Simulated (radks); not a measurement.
Excited configurations of Rh31+: one electron is placed in a higher orbital outside [Ne] 3s2 3p1. The ground configuration is [Ne] 3s2 3p2. Method: scalar-relativistic Kohn-Sham, r2SCAN, spin-polarised, spherical densities, finite nucleus; open shells are filled with parallel spins first (spin-orbit coupling, left out, can overturn this in heavy ions); meta-GGA in the generalised Kohn-Sham scheme; Fermi nuclear charge, rms radius 4.4945 fm; computed with a radial shooting solver on a logarithmic mesh with Libxc functionals. Excitation = E - E(ground); binding = E(ion) - E, where the ion is the core of charge +32; n* = 32/sqrt(2 binding) in atomic units. These energies are relativistic, and a one-electron ion of charge +32 with no core already has n* below n in this formula (scalar-relativistic equation, point nucleus: 4d 3.994, 4f 3.997, 6s 5.976, 6p 5.985, 6d 5.992). The quantum defect is therefore taken as that value minus n*, so that it holds no relativistic shift of the bare ion.

outer orbital  excitation (eV)  binding (eV)     n*  quantum defect  eigenvalue (eV)  <r> (bohr)
4d                      911.87        922.29  3.887           0.108          -907.64      0.6142
4f                      945.44        888.72  3.959           0.038          -870.92      0.5420
6s                      1404.9        429.26  5.697           0.279          -424.13       1.524
6p                      1417.6        416.57  5.783           0.202          -411.46       1.539
6d                      1431.8        402.38  5.884           0.108          -396.79       1.529

The Delta-SCF ionisation energy is 1834.2 eV (NIST Atomic Spectra Database: 1851 eV, semi-empirical). Self-interaction in the functional shifts the binding energies and quantum defects, so they are the method's values and not measured ones. Open shells are spherical and high-spin; term and fine-structure splittings are not resolved.
